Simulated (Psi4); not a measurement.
Pair of molecules, SMILES O with SMILES C[SiH3] (the first has 3 atoms); geometry from B3LYP-D3(BJ)/def2-TZVP, rigid monomers moved along the line of their centres of mass till O1···Si5 is 4.72 Å.
(charge 0, multiplicity 1):
```xyz
11

O      0.1512     0.7103    -0.1305
H     -0.5964     1.2429     0.1619
H     -0.1945    -0.1867    -0.1949
C      1.2634    -0.2090     4.4726
Si    -0.5419    -0.6744     4.3243
H      1.4035     0.5727     5.2214
H      1.6288     0.1581     3.5129
H      1.8645    -1.0709     4.7680
H     -1.0774    -1.1791     5.6131
H     -0.7407    -1.7395     3.3078
H     -1.3671     0.4929     3.9205
```

Level of theory: Psi4 1.11 with SAPT0/jun-cc-pV(D+d)Z.

**Question.** Give the four SAPT terms and the total, and say what mostly holds the pair together.

**Answer.** electrostatics -0.48, exchange 0.04, induction -0.04, dispersion -0.16, total -0.63 kcal/mol; the largest attraction is electrostatics.
